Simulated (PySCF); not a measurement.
Job for PySCF: R-B3LYP/LANL2DZ on H2O2Pt (SMILES [OH][Pt][OH]), 2S+1 = 1, a spin state set in the input, which need not be the lowest.

```python
from pyscf import gto, scf, dft, mp
from pyscf.data.elements import chemcore

mol = gto.M(
    atom='''
    Pt    0.22296178   -0.43042509    0.16440731
    O     1.26911567   -0.08395467   -1.32531540
    H     1.53235235    0.84992417   -1.36223190
    O    -1.41209181   -0.57263796    1.02479841
    H    -1.66620914    0.26684011    1.44112737
    ''',
    basis='lanl2dz',
    ecp={'Pt': 'lanl2dz'},
    charge=0, spin=0, verbose=3, max_memory=1800)
mf = dft.RKS(mol, xc='b3lyp')
mf.conv_tol = 1e-8
mf.max_cycle = 100
mf.kernel()
if not mf.converged:
    mf = mf.newton().run(mf.mo_coeff, mf.mo_occ)
```

Give the final energy of this run.

-270.7552 hartree.
